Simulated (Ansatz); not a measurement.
Cl2H2HfS2 (`[SH][Hf]([SH])([Cl])[Cl]`) at its PBE0-D4/def2-TZVP geometry, where that method's forces vanish. Charge 0, multiplicity 1. Hf takes the def2 core potential.

| atom | x (Å) | y (Å) | z (Å) |
| --- | --- | --- | --- |
| S1 | -2.009 | 0.350 | 1.175 |
| Hf2 | 0.060 | -0.386 | 0.177 |
| S3 | 0.094 | 0.657 | -2.004 |
| Cl4 | 0.027 | -2.703 | -0.028 |
| Cl5 | 1.899 | 0.359 | 1.400 |
| H6 | -1.416 | 1.515 | 1.511 |
| H7 | 1.345 | 0.208 | -2.232 |

**Question.** For each bond, give half the difference of the two atoms' forces along it (eV/Å; positive pushes the atoms apart) under PBE-D4, r2SCAN-D4, B3LYP-D4, ωB97M-V in def2-TZVPP. (Best estimate.)

**Answer.** Computed: 
```
   bond  length (Å)  PBE-D4  r2SCAN-D4  B3LYP-D4  ωB97M-V
 S1–Hf2       2.412    0.11       0.07      0.11     0.03
  S1–H6       1.350    0.24       0.01     -0.01    -0.06
 Hf2–S3       2.418    0.09       0.06      0.11     0.04
Hf2–Cl4       2.326    0.10       0.07      0.14     0.07
Hf2–Cl5       2.330    0.06       0.05      0.13     0.05
  S3–H7       1.349    0.24       0.01     -0.01    -0.07
```

B3LYP here is the variant with VWN-RPA as its local correlation; programs differ in this.
